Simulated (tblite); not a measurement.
A tight-binding relaxation on `C=C(C=O)[Si@](N)([SiH3])[SiH2]C`.

Computed with GFN2-xTB geometry optimisation, gas phase (tblite 0.8.0). Start geometry: from a force field or distance geometry. A driver script takes a list of jobs; this job's settings line and coordinates (Å) are shown.

Command:
```bash
OMP_NUM_THREADS=1 python probes_run.py task.json out
```

Input:
```
{"job": {"kind": "relax", "xc": "GFN2-xTB", "basis": "xTB"}, "charge": 0, "multiplicity": 1}
C     -0.939300     2.043900    -1.864300
C     -0.197700     1.100500    -1.294400
C      0.760700     0.366400    -2.174300
O      1.497000    -0.510700    -1.795200
Si    -0.231300     0.655300     0.512800
N     -1.312200     1.744100     1.310200
Si     1.912300     0.702000     1.445900
Si    -0.956800    -1.542100     0.823000
C      0.111100    -2.797100    -0.001600
H     -0.892800     2.279500    -2.918500
H     -1.655700     2.644300    -1.292300
H      0.741700     0.676000    -3.235700
H     -2.270100     1.571800     1.021600
H     -1.294400     1.564900     2.314300
H      2.606800     1.972100     1.092100
H      1.762000     0.656600     2.943200
H      2.733400    -0.466300     1.043200
H     -1.029300    -1.800900     2.284300
H     -2.359200    -1.634800     0.313800
H      0.076900    -2.699800    -1.086200
H      1.148100    -2.699500     0.312700
H     -0.221800    -3.806700     0.244500
```

Output:
```
step      E/eV     max force
  0    -742.55191    1.601
  1    -742.65385    0.689
  2    -742.68566    0.463
  3    -742.71068    0.399
  4    -742.72731    0.337
  5    -742.74458    0.361
  6    -742.75803    0.318
  7    -742.77138    0.304
  8    -742.78452    0.317
  9    -742.79484    0.286
... (190 lines left out)
200    -742.90891    0.013
201    -742.90898    0.015
202    -742.90905    0.018
203    -742.90910    0.014
204    -742.90916    0.015
205    -742.90922    0.014
206    -742.90927    0.016
207    -742.90930    0.011
208    -742.90932    0.012
209    -742.90933    0.008
```

«max force» is the largest atomic force in eV/Å.

Task: From which step on does the largest force stay under 0.1 eV/Å, and how much energy is left to gain from there?

Result: From step 103 (0.050 eV/Å), 18.5 meV above the end.

Main results: energy lowered by 8.2 kcal/mol over 209 steps; largest atomic force 0.008 eV/Å at the end.

Task: How long does this job take on one thread, Intel Xeon at 2.50 GHz (x86_64), shared host with 64 logical CPUs at a one-minute load of 63?

Result: About 9.3 s.
Labels such as C1 count atoms from 1, the log's own numbers from 0.
